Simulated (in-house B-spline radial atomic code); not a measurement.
A fraction x of an electron is moved 4p → 4f in Mo+, starting from [Kr] 4d5 and keeping the highest spin. Computed with a radial B-spline atomic code at the basis-set limit: scalar-relativistic (X2C) TPSS, spin-polarised, spherical fractional occupations, Fermi nucleus of rms radius 4.4091 fm.

```json
{"x": "0", "E(x) - E(0) (eV)": "0.0000", "4p down level (eV)": "-43.174", "4f up level (eV)": "-"}
{"x": "0.125", "E(x) - E(0) (eV)": "5.2902", "4p down level (eV)": "-44.256", "4f up level (eV)": "-1.568"}
{"x": "0.25", "E(x) - E(0) (eV)": "10.6789", "4p down level (eV)": "-45.328", "4f up level (eV)": "-1.784"}
{"x": "0.375", "E(x) - E(0) (eV)": "?", "4p down level (eV)": "?", "4f up level (eV)": "?"}
{"x": "0.5", "E(x) - E(0) (eV)": "21.7881", "4p down level (eV)": "-47.433", "4f up level (eV)": "-2.100"}
{"x": "0.625", "E(x) - E(0) (eV)": "27.5113", "4p down level (eV)": "-48.477", "4f up level (eV)": "-2.237"}
{"x": "0.75", "E(x) - E(0) (eV)": "?", "4p down level (eV)": "?", "4f up level (eV)": "?"}
{"x": "0.875", "E(x) - E(0) (eV)": "39.2971", "4p down level (eV)": "-50.520", "4f up level (eV)": "-2.484"}
{"x": "1", "E(x) - E(0) (eV)": "45.3560", "4p down level (eV)": "-51.497", "4f up level (eV)": "-2.594"}
```

**Question.** What belongs in the row x = 0.375?

**Answer.** An energy change of 16.1776 eV; 4p down at -46.390 eV, 4f up at -1.953 eV.

**Question.** What belongs in the row x = 0.75?

**Answer.** An energy change of 33.3480 eV; 4p down at -49.511 eV, 4f up at -2.365 eV.

**Question.** Check Janak's theorem between x = 0.125 and 0.25.

**Answer.** The slope of the energy is 43.11 eV; the orbital levels give 43.12 eV (ε of the receiving orbital less ε of the emptying one, averaged over the two points).
